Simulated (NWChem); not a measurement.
Species: C$_{4}$H$_{4}$ClF; SMILES FC1=C(Cl)CC1

```xyz
10

F      1.7038     1.2666     0.0000
C      0.4272     0.9030     0.0000
C     -0.2218    -0.2848     0.0000
Cl     0.2523    -1.9338     0.0000
C     -1.5899     0.3687     0.0000
C     -0.8227     1.7428     0.0000
H     -2.2025     0.1853     0.9066
H     -2.2025     0.1853    -0.9066
H     -0.9873     2.3632    -0.9057
H     -0.9873     2.3632     0.9057
```
Atoms are numbered in this order, from 1.

All runs: NWChem. Medium grid unless said otherwise, to which SCAN and Minnesota functionals are sensitive. All runs use the structure optimised with PBE-D3(BJ)/def2-SVP. B3LYP is NWChem's, with the RPA form of VWN correlation.

Problem. Among these, which level gives the highest value of “dipole (D)”?
A. CAM-B3LYP/def2-SVP
B. PBE0/def2-SVP
C. r2SCAN0/def2-SVP
D. B97-2/def2-SVP

Solution. C, r2SCAN0/def2-SVP. Values: CAM-B3LYP/def2-SVP 2.07; PBE0/def2-SVP 2.13; B97-2/def2-SVP 2.13; r2SCAN0/def2-SVP 2.26
